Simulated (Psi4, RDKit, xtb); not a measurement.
Relaxed torsion scan: SMILES F[Si](F)(c1sc(F)cc1)F. Scanned: dihedral S10–C5–Si6–F7; all other coordinates were relaxed at B3LYP-D3(BJ)/def2-SVP. Heavy atoms are numbered in the order of the SMILES Fc1ccc([Si](F)(F)F)s1, hydrogens after them in the order of the atoms that carry them; the mirror image has the same energies with the sign of each dihedral reversed.

GFN1-xTB // B3LYP-D3(BJ)/def2-SVP (xtb); UFF // B3LYP-D3(BJ)/def2-SVP (RDKit); HF/cc-pVTZ // B3LYP-D3(BJ)/def2-SVP (Psi4).

Energies in kJ/mol, each method relative to its own lowest point.

| φ / ° | GFN1-xTB | UFF | HF/cc-pVTZ |
|---|---|---|---|
| 0 | 0.39 | 0.92 | 3.00 |
| 10 | 0.34 | 2.35 | 3.00 |
| 20 | 0.34 | 0.63 | 2.34 |
| 30 | (withheld) | 0.38 | (withheld) |
| 40 | 0.14 | (withheld) | 0.89 |
| 50 | (withheld) | 0.20 | 0.18 |
| 60 | 0.00 | 0.32 | 0.00 |
| 70 | 0.38 | 0.39 | 0.63 |
| 80 | 0.40 | 0.66 | 1.00 |
| 90 | 0.21 | 0.00 | 1.56 |
| 100 | 0.32 | 1.90 | (withheld) |
| 110 | 0.45 | 0.20 | 2.96 |

Problem. Some entries are withheld; supply them.

Solution. 
- 30, GFN1-xTB: 0.46
- 30, HF/cc-pVTZ: 1.85
- 40, UFF: 0.31
- 50, GFN1-xTB: 0.05
- 100, HF/cc-pVTZ: 2.30
